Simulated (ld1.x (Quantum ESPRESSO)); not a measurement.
**An all-electron radial function and its pseudo partner (tantalum (Ta))**

Columns: radius, all-electron u(r) and pseudo u(r) of the 6s shell (level -5.62 eV) of tantalum in the configuration [Kr] 4d10 4f14 5s2 5p6 5d3 6s2 6p0; LDA (PZ), scalar-relativistic, PAW scheme, ld1.x (Quantum ESPRESSO) 7.5.

| r (bohr) | all-electron | pseudo |
| --- | --- | --- |
| 0.150 | 0.1262 | -0.0535 |
| 0.300 | -0.1413 | -0.1066 |
| 0.450 | -0.1176 | -0.1590 |
| 0.600 | 0.1080 | -0.2104 |
| 0.750 | 0.2627 | -0.2605 |
| 0.900 | 0.2915 | -0.3087 |
| 1.050 | 0.2259 | -0.3549 |
| 1.200 | 0.1090 | -0.3986 |
| 1.350 | -0.0262 | -0.4395 |
| 1.500 | -0.1592 | -0.4772 |
| 1.650 | -0.2787 | -0.5114 |
| 1.800 | -0.3798 | -0.5417 |
| 1.950 | -0.4612 | -0.5678 |
| 2.100 | -0.5238 | -0.5895 |
| 2.250 | -0.5692 | -0.6065 |
| 2.400 | -0.5997 | -0.6186 |
| 2.550 | -0.6176 | -0.6256 |
| 2.700 | -0.6249 | -0.6274 |
| 2.850 | -0.6236 | -0.6240 |
| 3.000 | -0.6153 | -0.6153 |
| 3.150 | -0.6015 | -0.6015 |
| 3.300 | -0.5835 | -0.5835 |
| 3.450 | -0.5624 | -0.5624 |
| 3.600 | -0.5390 | -0.5390 |
| 3.750 | -0.5141 | -0.5141 |
| 3.900 | -0.4882 | -0.4882 |

Question: How many radial nodes do the two functions have?

Answer: The all-electron 6s function has n − l − 1 = 5 (the table is too coarse to show those close to the nucleus); the pseudo-wave has 0, since the states of the same l below it are removed with the core.

Question: At about which radius was the pseudo-wave matched?

Answer: 3.00 bohr, where the columns begin to agree (steps of 0.15 bohr).

Question: Is the pseudo-wave norm-conserving?

Answer: No, it belongs to a PAW set: the norm inside the radius is not constrained, and the difference is carried by the augmentation charge.
